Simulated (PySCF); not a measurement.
C2H6SZn (SMILES C[CH2][Zn][SH]), singlet, at a GFN2-xTB geometry (such geometries of metal compounds can be far from the true shape), atoms displaced at random by about 0.08 Å a coordinate; PBE/6-31G, gradient run with PySCF.

Here is a job for PySCF.
```python
from pyscf import gto, scf, dft

mol = gto.M(
    atom='''
Zn   -0.540224   -0.187525    0.149796
C     0.313648   -1.808545   -0.748338
C     1.384966   -1.223603   -1.697143
H    -0.601982   -2.286346   -1.447560
H     0.747999   -2.523994   -0.064905
H     2.208055   -0.743666   -1.211392
H     0.864697   -0.494507   -2.568035
H     1.900636   -2.053663   -2.255994
S    -0.043303    2.014084    0.867171
H    -1.151443    2.105039    1.685870
''',
    basis='6-31g',
    charge=0,
    spin=0,
    verbose=4,
)

mf = dft.RKS(mol)
mf.xc = 'pbe'
mf.grids.level = 1
mf.kernel()
g = mf.nuc_grad_method()
g.grid_response = False
grad = g.kernel()
```

The log (banner, timings and long lists left out):

```
PySCF version 2.14.0

[INPUT] verbose = 4
[INPUT] num. atoms = 10
[INPUT] num. electrons = 64
[INPUT] charge = 0
[INPUT] spin (= nelec alpha-beta = 2S) = 0
[INPUT] symmetry False subgroup None
[INPUT] Mole.unit = angstrom
[INPUT] Symbol           X                Y                Z      unit          X                Y                Z       unit  Magmom
[INPUT]  1 Zn    -0.540224000000  -0.187525000000   0.149796000000 AA   -1.020875405917  -0.354370891509   0.283073414555 Bohr   0.0
[INPUT]  2 C      0.313648000000  -1.808545000000  -0.748338000000 AA    0.592708819518  -3.417654733952  -1.414153868605 Bohr   0.0
[INPUT]  3 C      1.384966000000  -1.223603000000  -1.697143000000 AA    2.617206431834  -2.312274555196  -3.207135464223 Bohr   0.0
[INPUT]  4 H     -0.601982000000  -2.286346000000  -1.447560000000 AA   -1.137581111918  -4.320567765995  -2.735491948875 Bohr   0.0
[INPUT]  5 H      0.747999000000  -2.523994000000  -0.064905000000 AA    1.413513251449  -4.769657400045  -0.122652674115 Bohr   0.0
[INPUT]  6 H      2.208055000000  -0.743666000000  -1.211392000000 AA    4.172619217977  -1.405325068151  -2.289199109489 Bohr   0.0
[INPUT]  7 H      0.864697000000  -0.494507000000  -2.568035000000 AA    1.634040510733  -0.934482796680  -4.852882828297 Bohr   0.0
[INPUT]  8 H      1.900636000000  -2.053663000000  -2.255994000000 AA    3.591681502489  -3.880860622153  -4.263210798662 Bohr   0.0
[INPUT]  9 S     -0.043303000000   2.014084000000   0.867171000000 AA   -0.081830810372   3.806067151868   1.638715693165 Bohr   0.0
[INPUT] 10 H     -1.151443000000   2.105039000000   1.685870000000 AA   -2.175911918048   3.977947191528   3.185832581621 Bohr   0.0

nuclear repulsion = 295.375762410038
number of shells = 40
number of NR pGTOs = 204
number of NR cGTOs = 70
basis = 6-31g
ecp = {}

******** <class 'pyscf.dft.rks.RKS'> ********
method = RKS
initial guess = minao
damping factor = 0
level_shift factor = 0
DIIS = <class 'pyscf.scf.diis.CDIIS'>
diis_start_cycle = 1
diis_space = 8
diis_damp = 0
SCF conv_tol = 1e-09
SCF conv_tol_grad = None
SCF max_cycles = 50
direct_scf = True
direct_scf_tol = 1e-13
XC library pyscf.dft.libxc version 7.1.2
    S. Lehtola, C. Steigemann, M. J. T. Oliveira, and M. A. L. Marques,  SoftwareX 7, 1–5 (2018)
XC functionals = pbe
    J. P. Perdew, K. Burke, and M. Ernzerhof,  Phys. Rev. Lett. 77, 3865 (1996)
    J. P. Perdew, K. Burke, and M. Ernzerhof,  Phys. Rev. Lett. 78, 1396 (1997)
    J. P. Perdew, K. Burke, and M. Ernzerhof,  Phys. Rev. Lett. 77, 3865 (1996)
    J. P. Perdew, K. Burke, and M. Ernzerhof,  Phys. Rev. Lett. 78, 1396 (1997)
radial grids:
    Treutler-Ahlrichs [JCP 102, 346 (1995); DOI:10.1063/1.469408] (M4) radial grids

becke partition: Becke, JCP 88, 2547 (1988); DOI:10.1063/1.454033
pruning grids: <function nwchem_prune>
grids dens level: 1
symmetrized grids: False
atomic radii adjust function: <function treutler_atomic_radii_adjust>
small_rho_cutoff = 0
Set gradient conv threshold to 3.16228e-05
Initial guess from minao.
tot grids = 38952
init E= -2255.91862395001
  HOMO = -0.264073397578718  LUMO = -0.098586992570997  gap/eV = 4.50311
cycle= 1 E= -2256.3119201963  delta_E= -0.393  |g|= 0.662  |ddm|= 2.74
  HOMO = -0.134775315999667  LUMO = -0.0731585195614239  gap/eV = 1.67668
cycle= 2 E= -2255.83625473348  delta_E= 0.476  |g|= 1.41  |ddm|= 2.39
  HOMO = -0.204767657080475  LUMO = -0.0803544376681939  gap/eV = 3.38546
cycle= 3 E= -2256.44416030576  delta_E= -0.608  |g|= 0.0421  |ddm|=  1.7
  HOMO = -0.200299350566473  LUMO = -0.0894186560862624  gap/eV = 3.01722
cycle= 4 E= -2256.44442935233  delta_E= -0.000269  |g|= 0.0428  |ddm|= 0.139
  HOMO = -0.202689831174266  LUMO = -0.087422173854443  gap/eV = 3.13659
cycle= 5 E= -2256.44503063912  delta_E= -0.000601  |g|= 0.0125  |ddm|= 0.0606
  HOMO = -0.201771765833468  LUMO = -0.0868656463752844  gap/eV = 3.12675
cycle= 6 E= -2256.44508357395  delta_E= -5.29e-05  |g|= 0.0045  |ddm|= 0.0216
  HOMO = -0.202154339821602  LUMO = -0.0867009582214302  gap/eV = 3.14165
cycle= 7 E= -2256.44508935855  delta_E= -5.78e-06  |g|= 0.00145  |ddm|= 0.00724
  HOMO = -0.202078647732632  LUMO = -0.0868061823012671  gap/eV = 3.13672
cycle= 8 E= -2256.44509014802  delta_E= -7.89e-07  |g|= 0.000236  |ddm|= 0.00242
  HOMO = -0.202116353030323  LUMO = -0.0868141651282657  gap/eV = 3.13753
cycle= 9 E= -2256.44509016534  delta_E= -1.73e-08  |g|= 8.64e-05  |ddm|= 0.000381
  HOMO = -0.202107263158551  LUMO = -0.0868093827975422  gap/eV = 3.13742
cycle= 10 E= -2256.44509016696  delta_E= -1.62e-09  |g|= 1.41e-05  |ddm|= 0.000134
  HOMO = -0.202107142223043  LUMO = -0.0868086320894501  gap/eV = 3.13743
cycle= 11 E= -2256.44509016704  delta_E= -8e-11  |g|= 4.01e-06  |ddm|= 3.69e-05
  HOMO = -0.202106891009036  LUMO = -0.0868088449697764  gap/eV = 3.13742
Extra cycle  E= -2256.44509016702  delta_E= 1.82e-11  |g|= 7.89e-06  |ddm|= 1.79e-05
converged SCF energy = -2256.44509016702

******** <class 'pyscf.grad.rks.Gradients'> for <class 'pyscf.dft.rks.RKS'> ********
unit = Eh/Bohr
grid_response = False
--------------- RKS gradients ---------------
         x                y                z
0 Zn    -0.0284607437     0.0030345132     0.0048042727
1 C     0.0583411439    -0.0167955286     0.0400350926
2 C     0.0346620103    -0.0032747948     0.0535385386
3 H    -0.0460847487    -0.0137112917    -0.0361768538
4 H     0.0023056520     0.0114059410    -0.0090890192
5 H    -0.0110934940    -0.0210552257    -0.0129905028
6 H    -0.0294304651     0.0315979698    -0.0432331947
7 H     0.0097011929    -0.0051316589     0.0004448539
8 S     0.0059637988     0.0179387202     0.0072610535
9 H     0.0034600471    -0.0039238152    -0.0043178769
----------------------------------------------
```
